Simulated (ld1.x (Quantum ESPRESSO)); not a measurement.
**Before and after: TM potential for beryllium (Be)**

beryllium, norm-conserving Troullier–Martins (Kleinman–Bylander form), made with ld1.x (Quantum ESPRESSO) 7.5 (PBEsol, non-relativistic). Core [He], reference 2s1.75 2p0.25. Waves: 2s (bound): rc 1.30 bohr; 2p (bound): rc 4.20 bohr; 3d channel at 0.15 Ry: rc 4.50 bohr. Local part: the d channel. Core correction: none.

Change: reference 2s2 2p0.

Cutoffs: the cutoffs (Ry, on a coarse ladder) from which the occupation-weighted sum of valence levels, in a spherical-Bessel basis at the reference potential, stays within 10 and 1 mRy of its value at 400 Ry; they do not see the model core or the augmentation charge, which bear on the density cutoff. Errors are all-electron minus pseudo energies relative to the spin-unpolarised reference configuration.

Task: What does the change do?

Result: The potential gets harder (25 Ry and 45 Ry → 30 Ry and 50 Ry); the number of tests with a reliable result goes from 6 to 5; neither file shows a bound ghost.

```csv
quantity,base,changed
"cutoff, loose",25 Ry,30 Ry
"cutoff, tight",45 Ry,50 Ry
bound ghosts,none,none
"largest error over its own tests, meV",-127,-156
s: phases at 4.93 bohr within 0.05 rad from the reference energy up to (Ry; the scan ends near 5),0.3,0.3
p: phases at 4.93 bohr within 0.05 rad from the reference energy up to (Ry; the scan ends near 5),0.4,0.4
d: phases at 4.93 bohr within 0.05 rad from the reference energy up to (Ry; the scan ends near 5),1.3,1.3
```
